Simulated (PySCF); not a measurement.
C₁₁H₁₀OS, SMILES COc1ccc(-c2ccccc2)s1, GFN2-xTB optimised geometry.

```
23

C     -2.66    -3.74     0.00
O     -1.26    -3.95     0.00
C     -0.49    -2.85     0.00
C      0.88    -2.85     0.00
C      1.42    -1.55     0.00
C      0.48    -0.55     0.00
C      0.67     0.88     0.00
C     -0.43     1.74     0.02
C     -0.26     3.11     0.03
C      1.01     3.66     0.00
C      2.11     2.82    -0.02
C      1.95     1.45    -0.02
S     -1.13    -1.23     0.00
H     -2.97    -3.19     0.89
H     -3.11    -4.73     0.00
H     -2.97    -3.19    -0.89
H      1.46    -3.75     0.00
H      2.48    -1.37     0.00
H     -1.43     1.32     0.04
H     -1.13     3.76     0.04
H      1.14     4.73     0.00
H      3.11     3.24    -0.04
H      2.82     0.81    -0.04
```

Density from CAM-B3LYP/def2-SVP (PySCF) at that geometry.

Minimum of the electron density along straight lines between bonded atoms, close to the bond critical point (lines longer than 1.1 times the sum of covalent radii, or with two minima, are not listed):

```tsv
bond	length / Å	ρ at the minimum / e bohr⁻³	∇²ρ there / e bohr⁻⁵	position (fraction from the first atom)
C1–O2	1.408	0.254	-0.31	0.34
O2–C3	1.344	0.298	-0.31	0.67
C3–C4	1.364	0.324	-0.84	0.53
C4–C5	1.407	0.301	-0.76	0.50
C5–C6	1.367	0.321	-0.80	0.49
C6–C7	1.446	0.281	-0.70	0.51
C7–C8	1.397	0.308	-0.78	0.50
C8–C9	1.380	0.317	-0.83	0.50
C9–C10	1.385	0.314	-0.82	0.50
C10–C11	1.385	0.314	-0.82	0.50
C7–C12	1.398	0.307	-0.78	0.51
C11–C12	1.380	0.316	-0.83	0.50
C3–S13	1.737	0.213	-0.48	0.48
C6–S13	1.751	0.206	-0.41	0.45
C1–H14	1.095	0.281	-1.08	0.64
C1–H15	1.088	0.285	-1.13	0.65
C1–H16	1.095	0.281	-1.08	0.64
C4–H17	1.074	0.283	-1.09	0.64
C5–H18	1.075	0.285	-1.11	0.64
C8–H19	1.081	0.283	-1.08	0.63
C9–H20	1.080	0.284	-1.09	0.63
C10–H21	1.080	0.284	-1.09	0.63
C11–H22	1.080	0.284	-1.09	0.63
C12–H23	1.079	0.285	-1.09	0.63
```
